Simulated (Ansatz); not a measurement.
Reaction (redistribution): `N=C[SiH](O)Br` + `F[CH2][GeH3]` → `N=C[SiH2]O` + `F[CH]([GeH3])Br`

Program: Ansatz. Geometries: PBE0-D4/def2-TZVP. ΔE: electronic, gas phase. CCSD(T)/CBS is the MP2 limit (def2-TZVPP, def2-QZVPP) plus CCSD(T) − MP2 in def2-TZVPP, frozen cores. DFT in def2-TZVPP. B3LYP here is the variant with VWN-RPA as its local correlation; programs differ in this. For Br, Ge outer-core shells are correlated without core-valence functions, which leaves a few kJ/mol of doubt a bond. Scalar relativity is left out up to krypton. One conformer a species, not always the lowest.

```tsv
level	ΔE (kJ/mol)	difference from CCSD(T)/CBS
PBE-D4	142.4	-6.2
PBE0-D4	149.7	1.1
B3LYP-D4	146.9	-1.7
ωB97X-V	146.5	-2.1
PBE	142.1	-6.5
r2SCAN	148.4	-0.2
PBE0	149.3	0.7
B3LYP	146.6	-2.0
HF/def2-TZVPP	160.0	11.4
MP2/def2-TZVPP	148.6	0.0
CCSD/def2-TZVPP	147.7	-0.9
CCSD(T)/def2-TZVPP	144.7	-3.9
MP2/def2-QZVPP	150.9	2.3
SCS-MP2/def2-QZVPP	148.5	-0.1
MP2/CBS(def2)	152.5	3.9
CCSD/CBS(def2)	151.7	3.1
CCSD(T)/CBS	148.6	0
```

Largest T1 diagnostic among the species: 0.012.

From PBE to PBE0 (25 % exact exchange), in def2-TZVPP and without D4, ΔE moves by +7.2 kJ/mol. In def2-TZVPP, CCSD(T) changes the Hartree–Fock value by −15.3 kJ/mol (the triples alone add −3.0 kJ/mol) and MP2 by −11.4 kJ/mol.

CCSD(T)/CBS has its own doubt, a few kJ/mol and more with outer-core shells, so smaller differences from it don't rank the levels.
